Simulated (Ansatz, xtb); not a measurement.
# C4H7BO: which of two structures lies lower

We compare I, `B/C=C(/O)C=C`, a singlet, with II, a singlet given by its coordinates. Both are isolated molecules in the gas phase, relaxed with PBE-D3(BJ)/def2-SVP; the shapes shown needn't be the lowest conformers.

I (Å):

```tsv
atom	x (Å)	y (Å)	z (Å)
C	1.7370	0.2752	-0.4048
C	0.5735	0.9392	-0.0426
C	-0.2601	0.5850	1.1072
C	-1.3893	1.2442	1.4445
B	2.3531	-0.9164	0.3046
O	0.1059	1.9942	-0.7423
H	1.8462	-1.4076	1.2989
H	3.3841	-1.4105	-0.1165
H	2.2344	0.6878	-1.3065
H	0.7205	2.1578	-1.4852
H	0.0975	-0.2719	1.6949
H	-1.7462	2.1023	0.8550
H	-1.9826	0.9393	2.3194
```

II (Å):

```xyz
13

C     1.1405    0.9232   -1.1163
C     0.3147   -0.0656   -0.6740
C     0.0499   -0.0008    0.7506
C    -0.6102   -0.8116    1.6032
B     1.6025    1.9054    0.0333
O     0.6539    1.2079    1.2236
H     2.7605    1.7748    0.4367
H     1.2397    3.0751   -0.0454
H     1.4167    0.9927   -2.1803
H    -0.1451   -0.8646   -1.2746
H    -0.7277   -0.5733    2.6697
H    -1.0549   -1.7395    1.2219
H     1.0870    1.0883    2.0901
```

Close contacts (Å): C1–C2 1.36, C1–B5 1.58, C2–C3 1.45, C3–C4 1.35, C3–O6 1.43, B5–O6 1.67, C1–H9 1.10, C2–H10 1.10, C4–H11 1.10, C4–H12 1.10, B5–H7 1.23, B5–H8 1.23, O6–H13 0.98.

Q: Estimate E(II) − E(I) at the level CCSD(T)/def2-SVP + ΔMP2/def2-TZVPP.

A: Too close to call at this level: CCSD(T)/def2-SVP + ΔMP2/def2-TZVPP gives E(II) − E(I) = −4.49 kJ/mol.

The same difference at several levels:

```json
{"level": "GFN2-xTB", "geometry": "GFN2-xTB", "E(II) − E(I) (kJ/mol)": "−31.43", "departure from the last row (kJ/mol)": "−26.94", "job, with rough time for the two": "optimisation, 1.1 s"}
{"level": "HF/STO-3G", "geometry": "GFN2-xTB", "E(II) − E(I) (kJ/mol)": "−113.01", "departure from the last row (kJ/mol)": "−108.52", "job, with rough time for the two": "single point, 2.7 s"}
{"level": "r2SCAN-D4/def2-SVP", "geometry": "GFN2-xTB", "E(II) − E(I) (kJ/mol)": "−4.14", "departure from the last row (kJ/mol)": "+0.35", "job, with rough time for the two": "single point, 12 s"}
{"level": "PBE-D3(BJ)/def2-SVP", "geometry": "PBE-D3(BJ)/def2-SVP", "E(II) − E(I) (kJ/mol)": "−8.02", "departure from the last row (kJ/mol)": "−3.53", "job, with rough time for the two": "optimisation, 1.8 min"}
{"level": "HF/def2-SVP", "geometry": "PBE-D3(BJ)/def2-SVP", "E(II) − E(I) (kJ/mol)": "+20.37", "departure from the last row (kJ/mol)": "+24.86", "job, with rough time for the two": "part of the CCSD(T) run"}
{"level": "MP2/def2-SVP", "geometry": "PBE-D3(BJ)/def2-SVP", "E(II) − E(I) (kJ/mol)": "−7.13", "departure from the last row (kJ/mol)": "−2.64", "job, with rough time for the two": "part of the CCSD(T) run"}
{"level": "CCSD(T)/def2-SVP", "geometry": "PBE-D3(BJ)/def2-SVP", "E(II) − E(I) (kJ/mol)": "−6.65", "departure from the last row (kJ/mol)": "−2.16", "job, with rough time for the two": "single point"}
{"level": "CCSD(T)/def2-SVP + ΔMP2/def2-TZVPP", "geometry": "PBE-D3(BJ)/def2-SVP", "E(II) − E(I) (kJ/mol)": "−4.49", "departure from the last row (kJ/mol)": "", "job, with rough time for the two": "single point, 1.9 min"}
```

HF/def2-SVP puts the two in the other order. The largest departure from CCSD(T)/def2-SVP + ΔMP2/def2-TZVPP is that of HF/STO-3G, 108.52 kJ/mol. The last row adds to CCSD(T) the change of the MP2 difference between the two basis sets, here +2.16 kJ/mol.

With thermal terms from frequencies at re-optimised GFN2-xTB minima (ideal gas, soft modes damped towards free rotors, one conformer each, 298.15 K, 1 atm): the zero-point term adds +3.71 kJ/mol; ΔH is −3.82 and ΔG +3.61 kJ/mol.

The correlated steps freeze 6 core orbitals. Codes used: Ansatz 0.2.0, xtb 6.7.1; the last row on 2 threads of Intel(R) Xeon(R) Processor @ 2.50GHz (Skylake/Cascade Lake) on a shared host.
